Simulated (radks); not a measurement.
The numbers below are computed, except where a source is named.
Coulomb parameter of the 4d shell of neutral rhodium in the model configuration [Kr] 4d7.5 5s1.5, as a second difference U = [E(n + 0.5) + E(n - 0.5) - 2 E(n)] / (0.5)^2 with all orbitals relaxed. "Bare": the charge of the atom changes with n. "Screened": the 5s shell takes up the change at fixed total charge, which measures U(4d,4d) + U(5s,5s) - 2 U(4d,5s). Level of theory: Dirac Kohn-Sham, PBE, spin-unpolarised, spherical densities, finite nucleus; open shells are shared between the two j in proportion to 2j + 1; Fermi nuclear charge, rms radius 4.4945 fm (a radial shooting solver on a logarithmic mesh with Libxc functionals).

case              configuration  E - E(n) (eV)
start          [Kr] 4d7.5 5s1.5          0.000
bare +0.5        [Kr] 4d8 5s1.5         -2.456
bare -0.5        [Kr] 4d7 5s1.5          4.928
screened +0.5      [Kr] 4d8 5s1         -1.025
screened -0.5      [Kr] 4d7 5s2          1.455

U(bare) = 9.885 eV, U(screened by 5s) = 1.721 eV. The step up makes a negative ion, whose loosely bound charge lowers the bare value.
